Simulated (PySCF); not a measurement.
## Excitation energies in several basis sets

BF₃.
SMILES: `FB(F)F`

TDDFT with PBE0 (PySCF), vertical singlets, core orbitals frozen in the response, spherical d and f functions. Geometry: PBE0-D3(BJ)/def2-SVP; no solvent, vibrations or thermal averaging.

Question: How do the low singlets change with the basis? Take 6-31G*, def2-SVP, 6-31+G*, def2-SVPD, aug-cc-pVDZ, def2-TZVP, def2-TZVPD and aug-cc-pVTZ.

Answer: 

```
      basis  functions  diffuse  S1 (eV)  S2 (eV)  S3 (eV)  S4 (eV)  S5 (eV)  LUMO (eV)  α (au)
     6-31G*         56       no    10.72    11.83    11.84    12.57    12.57       1.38    11.2
   def2-SVP         56       no    10.68    11.74    11.80    11.81    12.47       0.98    10.7
    6-31+G*         72      yes    10.70    10.71    11.57    11.57    11.81      -0.14    13.8
  def2-SVPD         89      yes    10.74    10.90    11.76    11.76    11.86       0.01    15.7
aug-cc-pVDZ         92      yes    10.65    10.67    11.50    11.50    11.74      -0.16    15.5
  def2-TZVP        124       no    10.76    11.02    11.84    11.84    11.86       0.46    14.2
 def2-TZVPD        157      yes    10.67    10.76    11.51    11.51    11.78      -0.16    16.0
aug-cc-pVTZ        184      yes    10.66    10.74    11.49    11.49    11.75      -0.16    15.9
```

States are compared by their number. Against the largest diffuse basis here (aug-cc-pVTZ, itself not a converged limit), sets without diffuse functions differ by up to 0.10 eV in S1 and 0.82 eV in S5; the smaller diffuse sets differ by up to 0.08 and 0.10 eV. State by state, the largest deviation of a set without diffuse functions is S1 0.10, S2 1.10, S3 0.34, S4 1.08, S5 0.82 eV. The same number needn't mean the same state in each row. Against aug-cc-pVTZ the polarisability deviates by -30% in 6-31G*, -33% in def2-SVP, -13% in 6-31+G*, -1% in def2-SVPD, -2% in aug-cc-pVDZ, -11% in def2-TZVP, 0% in def2-TZVPD.
